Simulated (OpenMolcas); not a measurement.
**Exact exchange and the HOMO–LUMO gap of SiH2OF2**

SiH2OF2 has 6 atoms, charge 0, and is taken as a singlet. As SMILES, `O[SiH](F)F`. Geometry: relaxed at PBE0-D4/def2-TZVP. This is one conformer, not always the lowest.

The HOMO–LUMO gap y, in eV, basis 6-311+G(d,p); a is the functional's share of exact exchange. Programs: OpenMolcas 26.06.

```
functional     program     a  y (eV)
      TPSS  OpenMolcas     0    8.04
      BLYP  OpenMolcas     0    7.59
     B3LYP  OpenMolcas   0.2       ?
      PBE0  OpenMolcas  0.25   10.31
     BHLYP  OpenMolcas   0.5   12.51
```

Q: Fit y = c + s·a to the known rows and predict B3LYP.

A: 
1. Means of the 4 rows: a = 0.1875, y = 9.613.
2. Σ(Δa)² = 0.17188, Σ(Δa·Δy) = 1.6231, so the slope is 1.6231/0.17188 = 9.4432.
3. Intercept: 9.613 − (9.4432) × 0.1875 = 7.842. The largest residual of the fit is 0.25.
4. B3LYP: 7.842 + (9.4432) × 0.2 = 9.73 eV.

The run gave 9.67 eV, so the prediction is off by +0.06 eV, within the largest residual. Exact exchange lowers occupied levels and raises empty ones. The rows mix families of semi-local functionals, which the line can't see.
